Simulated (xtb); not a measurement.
H7Si3, SMILES [SiH3][SiH][SiH3] (connectivity only; charge and spin as stated), charge +1, multiplicity 1. All values are semi-empirical tight-binding results from xtb (GFN2-xTB unless named), good for trends rather than for accurate numbers. Geometry optimised at GFN2-xTB. The spin state was assumed, not searched. The isomer is the one that the SMILES or the coordinates give; other isomers of the formula were not compared.

The geometry has at least one imaginary mode, so it is a saddle point at that level.

### Question
Estimate the properties. (Estimate from the structure and the level; the computed values follow.)

### Answer

orbital gap: 2.15 eV
static polarisability (D4 model): 88.8 bohr³
solvation energy, GFN2-xTB/ALPB(water): -40.9 kcal/mol
solvation energy, GFN2-xTB/ALPB(benzene): -35.9 kcal/mol
